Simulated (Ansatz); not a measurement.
The cluster Cr₃S₃⁻. The state is a doublet with charge -1. Geometry PBE-D4/def2-SVPD.

Cartesian coordinates in Å:
```
Cr -0.396 -1.015 -1.301
Cr -0.860 0.283 0.811
Cr 1.007 0.815 0.060
S 1.890 -0.578 -1.366
S -2.496 -0.727 -0.385
S 0.855 1.222 2.182
```

LC-ωPBE has ω = 0.4 bohr⁻¹. At PBE-D4/def2-TZVPD, BLYP-D4/def2-TZVPD, r2SCAN-D4/def2-TZVPD, PBE0-D4/def2-TZVPD and others the charge -1 doublet is spin-contaminated (final ⟨S²⟩ up to 5.50, 0.75 for a pure state). Another isomer (doublet) lies 0.74 eV lower at PBE0-D4/def2-TZVPD; other spin states weren't run for this one.

(1) Estimate the α-spin orbital energies around the gap (eV) in Ansatz with PBE-D4/def2-TZVPD, BLYP-D4/def2-TZVPD, r2SCAN-D4/def2-TZVPD, PBE0-D4/def2-TZVPD, LC-ωPBE/def2-TZVPD.

Results:

(1) 
| orbital | PBE-D4/def2-TZVPD | BLYP-D4/def2-TZVPD | r2SCAN-D4/def2-TZVPD | PBE0-D4/def2-TZVPD | LC-ωPBE/def2-TZVPD |
| --- | --- | --- | --- | --- | --- |
| HOMO−5 | -1.58 | -1.41 | -1.99 | -3.14 | -5.82 |
| HOMO−4 | -1.38 | -1.23 | -1.62 | -3.00 | -5.64 |
| HOMO−3 | -1.21 | -1.02 | -1.49 | -2.91 | -5.59 |
| HOMO−2 | -0.89 | -0.72 | -1.39 | -2.70 | -5.24 |
| HOMO−1 | -0.76 | -0.60 | -1.08 | -2.22 | -4.70 |
| HOMO | -0.44 | -0.29 | -0.69 | -1.88 | -4.42 |
| LUMO | 0.05 | 0.20 | 0.09 | 0.68 | 2.53 |
| LUMO+1 | 0.33 | 0.43 | 0.29 | 1.17 | 3.26 |
| LUMO+2 | 0.55 | 0.71 | 0.77 | 1.66 | 3.45 |
| LUMO+3 | 1.34 | 1.34 | 1.85 | 2.45 | 3.72 |
| LUMO+4 | 1.54 | 1.57 | 2.09 | 2.56 | 3.82 |
| LUMO+5 | 1.72 | 1.76 | 2.14 | 2.86 | 4.04 |
| β HOMO | -0.45 | -0.29 | -0.73 | -1.80 | -4.18 |
| β LUMO | 0.39 | 0.54 | 0.64 | 1.66 | 3.24 |
